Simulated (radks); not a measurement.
Results of a calculation; reference values are marked as such.
Neutral thallium inside a hard spherical wall (all orbitals vanish at R), configuration held at [Hg] 6p1 and not refilled when levels cross. Level of theory: scalar-relativistic Kohn-Sham, LDA (Slater exchange, VWN5 correlation), spin-polarised, spherical densities, point nucleus; open shells are filled with parallel spins first (spin-orbit coupling, left out, can overturn this in heavy ions) (a radial shooting solver on a logarithmic mesh with Libxc functionals). Eigenvalues in eV for spin up, with the zero of energy where the potential of the charges vanishes at infinity; a dash marks a level that is unbound or too diffuse for the functional's potential to be trusted. A positive occupied level is held by the wall or, in an anion where self-interaction has pushed it up, behind a barrier. The pressure on the wall is -dE/dV.

| R (bohr) | E (hartree) | kinetic (hartree) | e(5p) | e(5d) | e(6s) | e(6p) | e(7s, empty) | e(6d, empty) | pressure (GPa) |
|---|---|---|---|---|---|---|---|---|---|
| free | -20235.0107 | 22793.456 | -76.230 | -15.628 | -9.987 | -2.777 | -0.485 | - | 0 |
| 20 | -20235.0107 | 22793.456 | -76.230 | -15.628 | -9.987 | -2.777 | -0.470 | 0.612 | < 0.0001 |
| 15 | -20235.0107 | 22793.456 | -76.227 | -15.626 | -9.985 | -2.775 | -0.375 | 0.914 | 0.000121 |
| 12 | -20235.0105 | 22793.458 | -76.206 | -15.604 | -9.966 | -2.756 | -0.089 | 1.363 | 0.00272 |
| 10 | -20235.0096 | 22793.464 | -76.132 | -15.532 | -9.907 | -2.685 | 0.509 | 2.017 | 0.0225 |
| 7 | -20234.9946 | 22793.547 | -75.573 | -14.991 | -9.464 | -1.988 | 4.252 | 4.936 | 0.728 |
| 6 | -20234.9674 | 22793.688 | -74.970 | -14.416 | -8.957 | -1.089 | 8.173 | 7.529 | 2.93 |
| 3.5 | -20234.0137 | 22798.079 | -66.657 | -6.698 | 0.821 | 14.103 | 57.236 | 36.610 | 297 |
| 3 | -20232.7308 | 22803.523 | -60.054 | -0.302 | 10.854 | 28.184 | 95.023 | 58.525 | 1040 |
| 2.5 | -20229.1723 | 22817.785 | -47.392 | 13.009 | 34.513 | 59.567 | 170.18 | 102.03 | 4410 |
| 2 | -20217.5341 | 22861.337 | -20.011 | 44.977 | 99.147 | 139.22 | 339.48 | 200.22 | 24400 |
